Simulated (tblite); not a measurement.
C₅H₈F₃N.
SMILES with atom numbers: `[H]/[N:5]=[C:4](\[CH2:3][CH2:2][CH3:1])[C:6]([F:7])([F:8])[F:9]` (hydrogens: H10, H11, H12 on C1; H13, H14 on C2; H15, H16 on C3; H17 on N5)

Computed with GFN2-xTB (tblite), gas phase: nudged elastic band of 9 images (0 to 8), spring 0.2 eV/Å², climbing image at the end, force threshold 0.05 eV/Å. No saddle search or frequency run followed, so the top image need not be a first-order saddle, and its height can exceed the method's true barrier by a kcal/mol or more.

The band describes a rotation about C2–C3 (chain CH2 carbon, chain CH2 carbon), followed by the dihedral C1–C2–C3–C4, from the optimised start (-179°) to a second optimised geometry at -73°.

**Question.** Give the energy profile along the converged band.

**Answer.** 
```json
{"image": "0", "dihedral (°)": "-179", "E (kcal/mol)": "0.00", "C2–C3 (Å)": "1.526", "C1···C4 (Å)": "3.87", "largest true force (eV/Å)": "0.01"}
{"image": "1", "dihedral (°)": "-165", "E (kcal/mol)": "0.42", "C2–C3 (Å)": "1.527", "C1···C4 (Å)": "3.86", "largest true force (eV/Å)": "0.04"}
{"image": "2", "dihedral (°)": "-151", "E (kcal/mol)": "1.28", "C2–C3 (Å)": "1.529", "C1···C4 (Å)": "3.83", "largest true force (eV/Å)": "0.05"}
{"image": "3", "dihedral (°)": "-138", "E (kcal/mol)": "2.21", "C2–C3 (Å)": "1.532", "C1···C4 (Å)": "3.76", "largest true force (eV/Å)": "0.05"}
{"image": "4", "dihedral (°)": "-124", "E (kcal/mol)": "2.75", "C2–C3 (Å)": "1.533", "C1···C4 (Å)": "3.68", "largest true force (eV/Å)": "0.04"}
{"image": "5", "dihedral (°)": "-111", "E (kcal/mol)": "2.59", "C2–C3 (Å)": "1.533", "C1···C4 (Å)": "3.57", "largest true force (eV/Å)": "0.04"}
{"image": "6", "dihedral (°)": "-98", "E (kcal/mol)": "1.81", "C2–C3 (Å)": "1.532", "C1···C4 (Å)": "3.44", "largest true force (eV/Å)": "0.05"}
{"image": "7", "dihedral (°)": "-85", "E (kcal/mol)": "0.82", "C2–C3 (Å)": "1.530", "C1···C4 (Å)": "3.31", "largest true force (eV/Å)": "0.05"}
{"image": "8", "dihedral (°)": "-73", "E (kcal/mol)": "0.36", "C2–C3 (Å)": "1.528", "C1···C4 (Å)": "3.18", "largest true force (eV/Å)": "0.01"}
```

Barriers of this band. The top is image 4 at -124°: 2.75 kcal/mol forward and 2.39 kcal/mol back; the end lies 0.36 kcal/mol above the start. The central bond is 0.007 Å longer at the top than at the start.

**Question.** What rate follows at 200 K for crossing this barrier forward?

**Answer.** Taking the electronic barrier for the free energy of activation (no zero-point or entropy terms, transmission 1), rate = (kT/h)·exp(−ΔE/kT) ≈ 4 × 10^9 s⁻¹, whose inverse is 2 × 10^-10 s. An error of 1 kcal/mol in the barrier changes this by a factor of 12, and the method and the loose band can each miss by that much or more.

**Question.** How would the two end points share their population at 200 K, from these energies alone?

**Answer.** exp(−ΔE/kT) with ΔE = 0.015 eV gives 0.42 for the higher one (end) against 1 for the lower, without vibrational, rotational or degeneracy terms. GFN2-xTB can put conformers this close in the wrong order.

**Question.** How long is the path, and how are the images spaced?

**Answer.** Cartesian distances between aligned neighbours (all atoms, Å): 0.63, 0.59, 0.59, 0.60, 0.60, 0.61, 0.62, 0.63; the sum is 4.89 Å, and the top lies 49 % of the way along.

What follows is the cost of the whole band run. On one thread, AMD EPYC 9R45 (x86_64), on a shared host, this took 1.6 s and 0.18 GiB of memory at its peak.
